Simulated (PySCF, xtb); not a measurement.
CH4F2OSn, SMILES [CH3][Sn]([OH])([F])[F].

GFN2-xTB (xtb 6.7.1) at its own geometry gives an orbital gap of 4.26 eV and a dipole moment of 4.81 D.

Coordinates come from a B3LYP-D3(BJ)/def2-SVP optimisation. The structure was generated by enumeration; whether it is a known compound was not checked. The def2 effective core potentials stand for the cores of Sn; spin–orbit coupling is left out. The values are those of a single conformer.

### Question
What does M06-2X/def2-TZVP in PySCF give? (The exact figures need the calculation; the answer reports its results.)

### Answer
gap 10.46 eV (levels -11.16 and -0.69 eV), dipole 3.06 D.
